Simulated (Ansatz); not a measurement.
Harmonic vibrations of C2H3AlO2 (`O=[C]1[CH2][Al]1[OH]`) by finite differences.

```yaml
crystal:
  periodic: [false, false, false]
  atoms:
    - {symbol: O, position_ang: [1.292745, -1.483863, 1.597236]}
    - {symbol: C, position_ang: [0.647011, -0.665784, 1.024665]}
    - {symbol: C, position_ang: [1.043503, 0.457807, 0.133400]}
    - {symbol: Al, position_ang: [-0.738213, -0.228335, -0.314761]}
    - {symbol: O, position_ang: [-1.926843, 0.072678, -1.470447]}
    - {symbol: H, position_ang: [0.513853, 1.358034, 0.510123]}
    - {symbol: H, position_ang: [2.091537, 0.667733, -0.087514]}
    - {symbol: H, position_ang: [-2.831494, -0.235370, -1.448602]}
basis:
  gaussian: {orbitals: def2-TZVP}
hamiltonian: {xc: pbe0, dispersion: d4}
phonons: {temperatures: {t_min: 298.15, t_max: 900, t_step: 200}}
```

```sh
$ ansatz run in.yaml --threads 2 --pin off --events-out ev --progress --plain --max-ram 4352MiB
```

Output, abridged:

```
Functional definition: PBE0
mean field -12806.05762768 eV, -470.6139375597 hartree, gradient 5.0e-5 eV, S^2 0.000000; 0 other end points of the search recorded, 0 dependent functions left out
mean field -12806.05754870 eV, -470.6139346570 hartree, gradient 2.3e-6 eV, S^2 0.000000; 0 other end points of the search recorded, 0 dependent functions left out
mean field -12806.05753619 eV, -470.6139341974 hartree, gradient 2.4e-6 eV, S^2 0.000000; 0 other end points of the search recorded, 0 dependent functions left out
mean field -12806.05748247 eV, -470.6139322231 hartree, gradient 2.2e-6 eV, S^2 0.000000; 0 other end points of the search recorded, 0 dependent functions left out
mean field -12806.05750471 eV, -470.6139330404 hartree, gradient 2.5e-6 eV, S^2 0.000000; 0 other end points of the search recorded, 0 dependent functions left out
mean field -12806.05756671 eV, -470.6139353191 hartree, gradient 2.5e-6 eV, S^2 0.000000; 0 other end points of the search recorded, 0 dependent functions left out
mean field -12806.05754416 eV, -470.6139344903 hartree, gradient 2.2e-6 eV, S^2 0.000000; 0 other end points of the search recorded, 0 dependent functions left out
mean field -12806.05752021 eV, -470.6139336103 hartree, gradient 2.4e-6 eV, S^2 0.000000; 0 other end points of the search recorded, 0 dependent functions left out
mean field -12806.05749603 eV, -470.6139327215 hartree, gradient 2.2e-6 eV, S^2 0.000000; 0 other end points of the search recorded, 0 dependent functions left out
mean field -12806.05745487 eV, -470.6139312090 hartree, gradient 2.4e-6 eV, S^2 0.000000; 0 other end points of the search recorded, 0 dependent functions left out
mean field -12806.05746608 eV, -470.6139316210 hartree, gradient 2.3e-6 eV, S^2 0.000000; 0 other end points of the search recorded, 0 dependent functions left out
mean field -12806.05752924 eV, -470.6139339419 hartree, gradient 2.2e-6 eV, S^2 0.000000; 0 other end points of the search recorded, 0 dependent functions left out
mean field -12806.05750809 eV, -470.6139331646 hartree, gradient 2.5e-6 eV, S^2 0.000000; 0 other end points of the search recorded, 0 dependent functions left out
mean field -12806.05746535 eV, -470.6139315940 hartree, gradient 2.3e-6 eV, S^2 0.000000; 0 other end points of the search recorded, 0 dependent functions left out
mean field -12806.05744174 eV, -470.6139307264 hartree, gradient 2.5e-6 eV, S^2 0.000000; 0 other end points of the search recorded, 0 dependent functions left out
mean field -12806.05750462 eV, -470.6139330372 hartree, gradient 2.5e-6 eV, S^2 0.000000; 0 other end points of the search recorded, 0 dependent functions left out
mean field -12806.05749295 eV, -470.6139326083 hartree, gradient 2.3e-6 eV, S^2 0.000000; 0 other end points of the search recorded, 0 dependent functions left out
mean field -12806.05757062 eV, -470.6139354628 hartree, gradient 2.4e-6 eV, S^2 0.000000; 0 other end points of the search recorded, 0 dependent functions left out
mean field -12806.05756854 eV, -470.6139353862 hartree, gradient 2.4e-6 eV, S^2 0.000000; 0 other end points of the search recorded, 0 dependent functions left out
mean field -12806.05754035 eV, -470.6139343504 hartree, gradient 2.4e-6 eV, S^2 0.000000; 0 other end points of the search recorded, 0 dependent functions left out
mean field -12806.05753922 eV, -470.6139343087 hartree, gradient 2.4e-6 eV, S^2 0.000000; 0 other end points of the search recorded, 0 dependent functions left out
mean field -12806.05761742 eV, -470.6139371824 hartree, gradient 2.3e-6 eV, S^2 0.000000; 0 other end points of the search recorded, 0 dependent functions left out
mean field -12806.05760081 eV, -470.6139365720 hartree, gradient 2.4e-6 eV, S^2 0.000000; 0 other end points of the search recorded, 0 dependent functions left out
mean field -12806.05756669 eV, -470.6139353184 hartree, gradient 2.3e-6 eV, S^2 0.000000; 0 other end points of the search recorded, 0 dependent functions left out
mean field -12806.05756249 eV, -470.6139351639 hartree, gradient 2.4e-6 eV, S^2 0.000000; 0 other end points of the search recorded, 0 dependent functions left out
mean field -12806.05740143 eV, -470.6139292453 hartree, gradient 2.4e-6 eV, S^2 0.000000; 0 other end points of the search recorded, 0 dependent functions left out
mean field -12806.05745306 eV, -470.6139311426 hartree, gradient 2.4e-6 eV, S^2 0.000000; 0 other end points of the search recorded, 0 dependent functions left out
mean field -12806.05760914 eV, -470.6139368785 hartree, gradient 2.4e-6 eV, S^2 0.000000; 0 other end points of the search recorded, 0 dependent functions left out
mean field -12806.05760423 eV, -470.6139366978 hartree, gradient 2.4e-6 eV, S^2 0.000000; 0 other end points of the search recorded, 0 dependent functions left out
mean field -12806.05756805 eV, -470.6139353682 hartree, gradient 2.4e-6 eV, S^2 0.000000; 0 other end points of the search recorded, 0 dependent functions left out
mean field -12806.05761243 eV, -470.6139369992 hartree, gradient 2.3e-6 eV, S^2 0.000000; 0 other end points of the search recorded, 0 dependent functions left out
mean field -12806.05759231 eV, -470.6139362600 hartree, gradient 2.4e-6 eV, S^2 0.000000; 0 other end points of the search recorded, 0 dependent functions left out
mean field -12806.05760550 eV, -470.6139367445 hartree, gradient 2.4e-6 eV, S^2 0.000000; 0 other end points of the search recorded, 0 dependent functions left out
mean field -12806.05755900 eV, -470.6139350358 hartree, gradient 2.4e-6 eV, S^2 0.000000; 0 other end points of the search recorded, 0 dependent functions left out
mean field -12806.05755970 eV, -470.6139350614 hartree, gradient 2.4e-6 eV, S^2 0.000000; 0 other end points of the search recorded, 0 dependent functions left out
mean field -12806.05760946 eV, -470.6139368899 hartree, gradient 2.4e-6 eV, S^2 0.000000; 0 other end points of the search recorded, 0 dependent functions left out
mean field -12806.05761337 eV, -470.6139370339 hartree, gradient 2.3e-6 eV, S^2 0.000000; 0 other end points of the search recorded, 0 dependent functions left out
mean field -12806.05753668 eV, -470.6139342154 hartree, gradient 2.4e-6 eV, S^2 0.000000; 0 other end points of the search recorded, 0 dependent functions left out
mean field -12806.05752557 eV, -470.6139338070 hartree, gradient 2.3e-6 eV, S^2 0.000000; 0 other end points of the search recorded, 0 dependent functions left out
mean field -12806.05761393 eV, -470.6139370542 hartree, gradient 2.3e-6 eV, S^2 0.000000; 0 other end points of the search recorded, 0 dependent functions left out
mean field -12806.05761178 eV, -470.6139369753 hartree, gradient 2.4e-6 eV, S^2 0.000000; 0 other end points of the search recorded, 0 dependent functions left out
mean field -12806.05761542 eV, -470.6139371092 hartree, gradient 2.4e-6 eV, S^2 0.000000; 0 other end points of the search recorded, 0 dependent functions left out
mean field -12806.05761611 eV, -470.6139371343 hartree, gradient 2.4e-6 eV, S^2 0.000000; 0 other end points of the search recorded, 0 dependent functions left out
mean field -12806.05746950 eV, -470.6139317467 hartree, gradient 2.4e-6 eV, S^2 0.000000; 0 other end points of the search recorded, 0 dependent functions left out
mean field -12806.05747721 eV, -470.6139320301 hartree, gradient 2.3e-6 eV, S^2 0.000000; 0 other end points of the search recorded, 0 dependent functions left out
mean field -12806.05760900 eV, -470.6139368730 hartree, gradient 2.4e-6 eV, S^2 0.000000; 0 other end points of the search recorded, 0 dependent functions left out
mean field -12806.05761028 eV, -470.6139369203 hartree, gradient 2.4e-6 eV, S^2 0.000000; 0 other end points of the search recorded, 0 dependent functions left out
mean field -12806.05762432 eV, -470.6139374362 hartree, gradient 2.4e-6 eV, S^2 0.000000; 0 other end points of the search recorded, 0 dependent functions left out
mean field -12806.05762529 eV, -470.6139374719 hartree, gradient 2.4e-6 eV, S^2 0.000000; 0 other end points of the search recorded, 0 dependent functions left out
Total energy: -12806.17658381 eV, -470.6183091167 hartree
Atom 0 at     1.292745    -1.483863     1.597236 Å, force    -0.000898    -0.000122    -0.000139 eV/Å
Atom 1 at     0.647011    -0.665784     1.024665 Å, force     0.001652    -0.000558     0.000803 eV/Å
Atom 2 at     1.043503     0.457807     0.133400 Å, force     0.000992    -0.000929    -0.001141 eV/Å
Atom 3 at    -0.738213    -0.228335    -0.314761 Å, force    -0.000116     0.000114     0.000008 eV/Å
Atom 4 at    -1.926843     0.072678    -1.470447 Å, force    -0.000829    -0.000323    -0.000324 eV/Å
Atom 5 at     0.513853     1.358034     0.510123 Å, force    -0.001438     0.001758     0.000636 eV/Å
Atom 6 at     2.091537     0.667733    -0.087514 Å, force     0.000402    -0.000177     0.000179 eV/Å
Atom 7 at    -2.831494    -0.235370    -1.448602 Å, force     0.000235     0.000237    -0.000021 eV/Å
Dipole moment:    -0.535280     0.285912    -0.323864 e Å
Vibrations: 90.25 134.89 285.72 303.11 419.55 443.93 544.27 549.77 598.05 887.74 899.84 974.06 1034.52 1391.07 1849.95 2939.35 3125.60 3958.86 cm⁻¹, zero-point energy 1.266531 eV
```

It took 2.3 min on 2 threads of an Arm Neoverse V1 on a shared host, with 0.4 GiB of host memory at the peak.
